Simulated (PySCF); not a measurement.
Problem. What does the PBE0-D3(BJ)/def2-SVP structure of InChI=1S/C4H12Te/c1-5(2,3)4/h1-4H3 look like in three dimensions?

Solution. 
```
atom  x, y, z in Å
Te1   -0.5196   -0.6785    0.0103
C2    -0.2492   -0.3312    2.2510
H3    -1.2348   -0.1467    2.7079
H4     0.4135    0.5227    2.4678
H5     0.1797   -1.2412    2.7007
C6    -0.2769   -0.3552   -2.2378
H7     0.3836    0.4956   -2.4724
H8    -1.2679   -0.1760   -2.6851
H9     0.1467   -1.2706   -2.6819
C10    1.6313   -0.8091    0.0002
H11    1.9505   -1.3263   -0.9133
H12    1.9578   -1.3394    0.9035
H13    2.0300    0.2149    0.0062
C14   -1.2187    1.3600    0.0025
H15   -0.3371    2.0157   -0.0192
H16   -1.7944    1.5424    0.9185
H17   -1.8230    1.5225   -0.8987
```

Any rigid rotation of these coordinates is as good. Atoms count from 1 in this order. Te1 (tellurium bonded to 4 C) has angles from 84.0° to 158.7°. The 4 C–Te bonds span 2.155 Å (Te1–C10) to 2.284 Å (Te1–C6), a spread of 0.129 Å.

Bonds between heavy atoms (Å): Te1–C2 2.284, Te1–C6 2.284, Te1–C10 2.155, Te1–C14 2.155.

Theory: PySCF 2.14.0, PBE0-D3(BJ)/def2-SVP geometry optimisation, gas phase, def2 core potentials past Kr.

Point group: C2v (tolerance 0.08 Å). Not checked by PBE0-D3(BJ)/def2-SVP frequencies.
